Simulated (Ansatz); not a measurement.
System: CHBFO (charge 0, doublet). It need not be the lowest isomer of its formula. 
Coordinates optimised at B3LYP-D3(BJ)/def2-TZVP (Ansatz, a quantum-chemistry and plane-wave program):
```
C
O 1 1.2220
H 1 1.1085 2 121.13
B 1 1.5590 3 119.73 2 -171.72
F 4 1.2938 1 133.64 3 -107.06
```
Charge 0, spin multiplicity 2.

Basis-set convergence of Hartree-Fock and CCSD(T) correlation energies (hartree) with Ansatz. Valence correlation only, unless marked. Open shells are spin-unrestricted. No spin-orbit coupling. Non-relativistic.

The UHF reference is spin-contaminated (<S^2> 0.12 over the pure value in the largest basis). 

```json
[
 {"basis": "cc-pVDZ", "functions": "-", "E(HF)": "-237.41371", "E(corr, CCSD(T))": "-0.58327"},
 {"basis": "cc-pVTZ", "functions": "134", "E(HF)": "___", "E(corr, CCSD(T))": "___"}
]
```

Q: Complete the blanks.

A: 
- cc-pVTZ, E(HF): -237.49303
- cc-pVTZ, E(corr, CCSD(T)): -0.73897
